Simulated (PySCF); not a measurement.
**UHF on Cu (copper, neutral)**

Configuration: [Ar] 3d9 4s1 5s1, high-spin 4D determinant (an excited configuration). Computed with PySCF 2.14 in aug-cc-pVDZ-DK (7s6p4d2f, 59 functions), with scalar relativity by spin-free X2C-1e.

```
Total energy                                                  : -1652.974169 hartree
One-electron energy                                           : -2295.8653 hartree
Hartree (Coulomb) energy                                      : 709.2153 hartree
Exchange energy                                               : -66.3241 hartree
⟨S²⟩                                                          : 3.7507
⟨L²⟩                                                          : 6.015
Sum of ⟨r⟩                                                    : 26.52 bohr
Sum of ⟨r²⟩                                                   : 92.99 bohr²
Traceless quadrupole moment −½Σ⟨3z² − r²⟩ along its main axis : -0.222 e·bohr²
Langevin diamagnetic susceptibility                           : -73.7 ×10⁻⁶ cm³/mol
```

```csv
shell,electrons,mean orbital energy (hartree),spread (hartree),"rms radius, mean of both spins (bohr)"
1s α,1,-332.89275,0,0.0601
1s β,1,-332.88775,0,0.0601
2s α,1,-42.12011,0,0.254
2s β,1,-42.07578,0,0.254
2p α,3,-36.25964,0.04403,0.228
2p β,3,-36.21971,0.00084,0.228
3s α,1,-5.64550,0,0.762
3s β,1,-5.52896,0,0.762
3p α,3,-3.84396,0.08983,0.811
3p β,3,-3.71695,0.05783,0.811
3d α,5,-0.94380,0.10614,1.05
3d β,4,-0.88113,0.08316,1.05
4s α,1,-0.47497,0,2.76
5s α,1,-0.09294,0,8.36
```

The outer electron is Rydberg-like, and this basis confines it to a smaller radius and binds it less than a complete one would.

Densities and radii are taken from the X2C orbitals without a picture-change correction, which distorts them close to the nucleus.

Spin-orbit constants ζ (cm⁻¹) from the X2C one-electron operator on these orbitals: bare nucleus, nucleus screened by l(l+1)(2l+1)/3 electrons, and screened by the Breit-Pauli mean field of the electrons.

| shell | bare | screened nucleus | mean field |
| --- | --- | --- | --- |
| 2p | 115200 | 107300 | 103700 |
| 3p | 14380 | 13390 | 12850 |
| 3d | 1409 | 923.4 | 841.4 |

To first order the Landé constant is A = -280.5 cm⁻¹, so the lowest level has J = 7/2 and lies 0.104 eV below the centre of the term. This holds in LS coupling only.
